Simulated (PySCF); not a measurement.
C4H4BNO, SMILES C1C=C(C#N)B1O. Geometry optimised at PBE-D3(BJ)/def2-SVP. This is a generated structure with no PubChem entry under its InChIKey; it may be hypothetical. One conformer was computed; it need not be the lowest.

**Question.** Give the equilibrium geometry at PBE-D3(BJ)/def2-SVP (PySCF confirms it by a frequency run) as bond lengths and angles, and its point group. (Estimate from the structure and the level; the computed values follow.)

**Answer.** This is not unique; one that fits is point group Cs.
Atoms: N1 C2 C3 C4 C5 B6 O7 H8 H9 H10 H11. Bond lengths (Å): N1–C2 1.176, C2–C3 1.418, C3–C4 1.374, C3–B6 1.574, C4–C5 1.524, C4–H8 1.107, C5–B6 1.618, C5–H9 1.112, C5–H10 1.112, B6–O7 1.348, O7–H11 0.975. Angles (°): N1–C2–C3 178.1, C2–C3–C4 131.1, C2–C3–B6 141.4, C4–C3–B6 87.5, C3–C4–C5 101.8, C3–C4–H8 129.3, C5–C4–H8 129.0, C4–C5–B6 81.1, C4–C5–H9 114.7, C4–C5–H10 114.7, B6–C5–H9 118.5, B6–C5–H10 118.5, H9–C5–H10 107.7, C3–B6–C5 89.7, C3–B6–O7 132.5, C5–B6–O7 137.9, B6–O7–H11 112.9.
Charge 0, spin multiplicity 1.
